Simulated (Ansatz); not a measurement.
Harmonic frequencies (cm⁻¹) at PBE0-D4/def2-TZVP from Ansatz: 44, 112, 128, 230, 418, 549, 610, 612, 703, 754, 781, 849, 947, 951, 1176, 1589, 2149, 2153, 3108, 3550, 3636.

Each molecule was computed in one conformer, which needn't be the lowest.

(1) Which molecule is it?
A. `[NH2][GeH2][CH]=[Se]`
B. `[BH2][GeH2][SiH3]`
C. `N[SiH]1[SiH2][Ga]1[Cl]`
D. `N1[SiH2][S][Zn][SiH2]1`

Answers

(1) A.
